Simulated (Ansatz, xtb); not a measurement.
C3H10Si4: which of two isomers lies lower

Structure a: `C#CC1[SiH2][SiH2][SiH2][SiH2]1`, a singlet. Structure b: `C#C[Si]1(C)[SiH2][SiH2][SiH2]1`, a singlet. Both are isolated molecules in the gas phase, relaxed with PBE-D3(BJ)/def2-SVP; the shapes shown needn't be the lowest conformers.

a (Å):

```xyz
17

C    -3.2340    3.1726    1.4329
C    -2.8526    2.0254    1.2311
C    -2.4000    0.6832    0.9343
Si   -0.6505    0.6742    0.1194
Si   -0.2871   -1.5889   -0.4647
Si   -2.5388   -2.2974   -0.6992
Si   -3.6386   -0.2630   -0.2038
H    -3.5706    4.1817    1.6215
H    -2.3116    0.0792    1.8679
H     0.3637    1.2579    1.0648
H    -0.7093    1.5170   -1.1260
H     0.4051   -2.3452    0.6402
H     0.5105   -1.7378   -1.7329
H    -2.8552   -2.8071   -2.0799
H    -2.8741   -3.3687    0.3067
H    -4.9675   -0.4090    0.4858
H    -3.8206    0.5367   -1.4657
```

b (Å):

```xyz
17

C    -0.6237    2.2035    1.7424
C    -0.9922    1.4779    0.8191
C    -2.8739    1.0976   -1.5963
Si   -1.4976    0.3450   -0.5427
Si    0.5507   -0.4273   -1.4600
Si    0.6805   -1.8750    0.4128
Si   -1.6868   -1.7808    0.4956
H    -0.3029    2.8449    2.5531
H    -3.7659    1.3036   -0.9714
H    -3.1596    0.3985   -2.4067
H    -2.5326    2.0496   -2.0496
H     0.2932   -1.2517   -2.6988
H     1.6579    0.5549   -1.7367
H     1.2840   -1.1647    1.5952
H     1.3405   -3.2174    0.2386
H    -2.4046   -1.9028    1.8136
H    -2.2504   -2.7908   -0.4754
```

Which of the two would you expect CCSD(T)/def2-SVP + ΔMP2/def2-TZVPP electronic energies to favour?

Structure b; the calculation gives E(b) − E(a) = −7.7 kcal/mol.

How the difference moves with the method:

```
                             level             geometry  E(b) − E(a) (kcal/mol)  departure from the last row (kcal/mol)  job, with rough time for the two
               PBE-D3(BJ)/def2-SVP  PBE-D3(BJ)/def2-SVP                      −6.4                                    +1.2             optimisation, 1.8 min
                       HF/def2-SVP  PBE-D3(BJ)/def2-SVP                      −3.6                                    +4.1           part of the CCSD(T) run
                      MP2/def2-SVP  PBE-D3(BJ)/def2-SVP                      −5.1                                    +2.5           part of the CCSD(T) run
                  CCSD(T)/def2-SVP  PBE-D3(BJ)/def2-SVP                      −5.2                                    +2.5                      single point
CCSD(T)/def2-SVP + ΔMP2/def2-TZVPP  PBE-D3(BJ)/def2-SVP                      −7.7                                                     single point, 2.8 min
```

As drawn, b has 1 Si–Si, 2 C–H in place of 1 C–C, 2 Si–H. Structure a has a 5-membered ring, b a 4-membered ring.

The levels shown agree on the order. The largest departure from CCSD(T)/def2-SVP + ΔMP2/def2-TZVPP is that of HF/def2-SVP, 4.1 kcal/mol. Levels run at GFN2-xTB geometries aren't shown. The last row adds to CCSD(T) the change of the MP2 difference between the two basis sets, here −2.5 kcal/mol.

With thermal terms from frequencies at re-optimised GFN2-xTB minima (ideal gas, soft modes damped towards free rotors, one conformer each, 298.15 K, 1 atm): the zero-point term adds +2.3 kcal/mol; ΔH is −4.5 and ΔG −6.5 kcal/mol.

The correlated steps freeze 23 core orbitals. Run with Ansatz 0.2.0, xtb 6.7.1; the last row on 2 threads of Intel(R) Xeon(R) Processor @ 2.70GHz on a shared host.
